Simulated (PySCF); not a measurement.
MoOF₃, SMILES [F][Mo+]([F])(=[O])[F], charge +1, multiplicity 1. Atoms are numbered in the order given.

```xyz
5

Mo     0.0000     0.0000    -0.0054
O      0.0000     0.0000    -1.6391
F     -1.4798     0.8543     0.4940
F      1.4798     0.8543     0.4940
F      0.0000    -1.7087     0.4940
```
Charge +1, spin multiplicity 1.

Geometry: r2SCAN-D4/def2-SVP. The multiplicity is an assumed one; other spin states were not compared. The isomer is the one that the SMILES or the coordinates give; other isomers of the formula were not compared. The def2 effective core potentials stand for the cores of Mo; spin–orbit coupling is left out.

The numbers are results of r2SCAN/def2-TZVPD (PySCF), not measurements.

Computed frontier levels, gap, dipole moment and polarisability:
- highest occupied level = -17.21 eV
- lowest empty level = -11.62 eV
- orbital gap = 5.59 eV
- dipole moment about the centre of nuclear charge = 0.53 D
- mean static polarisability = 35.4 bohr³ (5.25 Å³)
- polarisability, principal values = 34.7, 34.7, 36.9 bohr³
